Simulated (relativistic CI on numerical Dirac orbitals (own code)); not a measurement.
## Mn+: what numerical and physical settings do to a radial Dirac CI calculation

Reference input:

```
atom Mn  Z=25  charge=1  electrons=24
nucleus A=55  rms_radius_fm=3.7057
hamiltonian dirac-coulomb  breit=on  qed=on  c_scale=1
orbitals kli  potential=per-configuration
slater_scale 1
correlation none
mixing on
grid step=0.0125 r_max=74.5
scf mixing=0.4 start=green max_iterations=150 tolerance=2e-08 node_fill=0.05
configurations
  [Ar] 3d5 4s
end
```

Computed lowest total energy -1156.64155 Ha, first excitation 14126.2 cm⁻¹, 11 SCF steps. Runs with settings changed; * marks those that are bad on purpose (the QED terms keep the true α when c is scaled):

| Changed | Outcome | Lowest level | ΔE (Ha) | First excitation (cm⁻¹) | SCF steps | Message |
| --- | --- | --- | --- | --- | --- | --- |
| node fill of the KLI weights 0.2, Breit term off, end of the grid at 111.75 bohr | converged | 3d5.4s 7S_3 | -0.401 | 14291.4 | 12 |  |
| QED terms off | converged | 3d5.4s 7S_3 | -0.273 | 14126.2 | 11 |  |
| SCF mixing 0.9, speed of light × 10 | converged | 3d5.4s 7S_3 | 7.16 | 13528.4 | 12 |  |
| iteration limit 30 | converged | 3d5.4s 7S_3 | 0 | 14126.2 | 11 |  |
| charge 0 * | refused |  |  |  | 0 | configuration [Ar] 3d5 4s has 24 electrons, the ion has 25 |
| Slater scale 5 * | converged | 3d5.4s 7S_3 | -1.04 | 70638.1 | 11 |  |

With so few configurations and no correlation, terms lie too far apart (by 10 to 50 % near neutrality), their order can be wrong, and levels of other configurations are missing.
